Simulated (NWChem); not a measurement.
Isomers of CH3F3OSi, each optimised at B3LYP/6-31G* with NWChem, gas phase unless a solvent is named. Flexible species stand in one conformer each, which need not be the lowest. Pople sets run with spherical d functions. Relative energies count from the lowest isomer at each level and are electronic, without zero-point energy, on those geometries.

A: OC[Si](F)(F)F
B: FC([SiH2]O)(F)F
C: O[Si](F)(F)CF

```json
[
 {"quantity": "relative energy, M06-2X/def2-TZVP (kcal/mol)", "A": "0.0", "B": "103.9", "C": "___"},
 {"quantity": "relative energy, TPSSh/def2-TZVP (kcal/mol)", "A": "0.0", "B": "95.0", "C": "___"},
 {"quantity": "dipole (D), B3LYP/6-31G*", "A": "1.83", "B": "1.88", "C": "___"}
]
```

Q: Some entries are withheld; supply them.

A: 
- relative energy, M06-2X/def2-TZVP (kcal/mol), C: 9.3
- relative energy, TPSSh/def2-TZVP (kcal/mol), C: 8.7
- dipole (D), B3LYP/6-31G*, C: 2.28
